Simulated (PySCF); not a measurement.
C3HBrClF, SMILES FC(Br)=C=CCl. Coordinates come from a PBE-D3(BJ)/def2-SVP optimisation. This is a generated structure with no PubChem entry under its InChIKey; it may be hypothetical.

Computed equilibrium geometry at PBE-D3(BJ)/def2-SVP (PySCF confirms it by a frequency run) as Cartesian coordinates in Å:
```xyz
7

F      1.2808    -1.7379    -0.1972
C      0.5570    -0.6586     0.1084
Br     1.6397     0.8600     0.4667
C     -0.7564    -0.6331     0.1691
C     -2.0690    -0.5670     0.2407
Cl    -3.0980    -0.1491    -1.1077
H     -2.6397    -0.7732     1.1626
```
Charge 0, spin multiplicity 1.
